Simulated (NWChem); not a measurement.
Species: CH3F3OSi; SMILES FC[Si](F)(O)F

```xyz
9

O     -1.6079    -0.3485    -0.1349
Si     0.0183    -0.4744    -0.0191
F      0.4012    -1.4880     1.1561
F      0.6581    -1.0869    -1.3524
C      0.7217     1.2458     0.3156
F     -0.1973     2.1519    -0.2590
H     -1.8921     0.5652    -0.2959
H      1.7049     1.4169    -0.1366
H      0.7941     1.4671     1.3874
```
Atoms are numbered in this order, from 1.

All runs: NWChem. Pople sets run with spherical d functions. Coordinates come from a B3LYP/6-31G* (spherical d) optimisation. Level: B3LYP/6-31G* with SMD (1 M gas to 1 M solution), gas-phase geometry. Reactions with the solvent are ignored.

For solvent toluene:

| Property | Value |
|---|---|
| solvation free energy (kcal/mol) | -3.3 |
| cavity-dispersion-structure term (kcal/mol) | -0.1 |
| dipole in solution (D) | 2.53 |

Problem. What are these values for solvent water?

Solution. 
- solvation free energy (kcal/mol) = -4.5
- cavity-dispersion-structure term (kcal/mol) = 3.9
- dipole in solution (D) = 2.85
